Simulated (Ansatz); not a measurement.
Steps of a relaxation of CH₆GeS (`[CH3][GeH2][SH]`) with RKS PBE-D4/def2-SVP.

```sh
$ ansatz run in.yaml --threads 2 --pin off --events-out ev --progress --plain --max-ram 22528MiB --backend cpu
```

```yaml
crystal:
  periodic: [false, false, false]
  atoms:
    - {symbol: C, position_ang: [-0.736600, 0.786200, -0.814800]}
    - {symbol: Ge, position_ang: [0.253700, -0.562600, 0.043400]}
    - {symbol: S, position_ang: [0.905200, 0.165500, 2.016300]}
    - {symbol: H, position_ang: [-1.051600, 0.481400, -1.822500]}
    - {symbol: H, position_ang: [-0.155000, 1.729100, -0.974400]}
    - {symbol: H, position_ang: [-1.666400, 1.094700, -0.201300]}
    - {symbol: H, position_ang: [1.516200, -0.902900, -0.826500]}
    - {symbol: H, position_ang: [-0.581800, -1.806900, 0.220800]}
    - {symbol: H, position_ang: [1.604900, -1.030700, 2.341900]}
basis:
  gaussian: {orbitals: def2-SVP}
hamiltonian: {xc: pbe, dispersion: d4}
relax: {f_tol: 0.03, max_steps: 200}
```

Positions (Å) and forces (eV/Å) along the path, 5 of 5 steps:

```xyz
9
step=1 energy=-68462.7600 eV
C    -0.737    0.786   -0.815   -1.558    2.162    0.216
Ge    0.254   -0.563    0.043    1.200   -0.725   -0.327
S     0.905    0.166    2.016    0.829   -0.745    0.986
H    -1.052    0.481   -1.823   -0.234   -0.275   -0.193
H    -0.155    1.729   -0.974   -0.006   -0.323    0.205
H    -1.666    1.095   -0.201    0.993   -0.468   -0.764
H     1.516   -0.903   -0.827   -0.150   -0.025    0.115
H    -0.582   -1.807    0.221   -0.427   -0.689    0.068
H     1.605   -1.031    2.342   -0.648    1.088   -0.306
9
step=2 energy=-68462.9317 eV
C    -0.744    0.817   -0.807   -0.608    0.804   -0.108
Ge    0.274   -0.594    0.020    0.354   -0.281    0.044
S     0.907    0.194    2.026    0.270   -0.425    0.168
H    -1.090    0.504   -1.811   -0.026   -0.069   -0.051
H    -0.138    1.742   -0.939   -0.005   -0.178    0.068
H    -1.647    1.091   -0.203    0.348   -0.181   -0.171
H     1.525   -0.958   -0.838   -0.023    0.038    0.046
H    -0.577   -1.873    0.188   -0.104   -0.123    0.050
H     1.579   -0.970    2.347   -0.207    0.415   -0.047
9
step=3 energy=-68462.9476 eV
C    -0.761    0.837   -0.831    0.019    0.056   -0.043
Ge    0.273   -0.605   -0.001    0.076   -0.179    0.109
S     0.923    0.157    2.025   -0.068    0.195    0.040
H    -1.122    0.527   -1.833    0.060   -0.025    0.044
H    -0.134    1.742   -0.940    0.004   -0.009   -0.009
H    -1.638    1.086   -0.208   -0.069    0.016    0.074
H     1.536   -0.949   -0.841   -0.024   -0.021   -0.037
H    -0.593   -1.887    0.192    0.029    0.042   -0.054
H     1.606   -0.953    2.419   -0.027   -0.074   -0.123
9
step=4 energy=-68462.9554 eV
C    -0.756    0.836   -0.819    0.008   -0.034   -0.064
Ge    0.280   -0.608    0.010   -0.027    0.024    0.031
S     0.911    0.185    2.027   -0.008   -0.029   -0.041
H    -1.110    0.516   -1.820    0.016    0.015    0.015
H    -0.128    1.740   -0.933    0.009    0.003   -0.003
H    -1.634    1.084   -0.196   -0.035    0.007    0.042
H     1.535   -0.957   -0.840    0.005   -0.008   -0.001
H    -0.587   -1.890    0.190    0.020    0.021   -0.003
H     1.579   -0.952    2.366    0.012    0.001    0.025
9
step=5 energy=-68462.9558 eV
C    -0.757    0.836   -0.821    0.001   -0.002    0.002
Ge    0.278   -0.607    0.009   -0.001    0.002   -0.001
S     0.911    0.183    2.025   -0.002    0.000   -0.005
H    -1.109    0.518   -1.822    0.001    0.001    0.002
H    -0.129    1.740   -0.933   -0.003    0.000    0.001
H    -1.636    1.083   -0.195    0.002    0.002   -0.001
H     1.533   -0.959   -0.840    0.004    0.000   -0.002
H    -0.586   -1.888    0.188   -0.003   -0.003    0.001
H     1.582   -0.951    2.372    0.001    0.000    0.003
```

It took 6 s on 2 threads of an AMD EPYC 7R13 on a shared host, with 0.19 GiB of host memory at the peak.
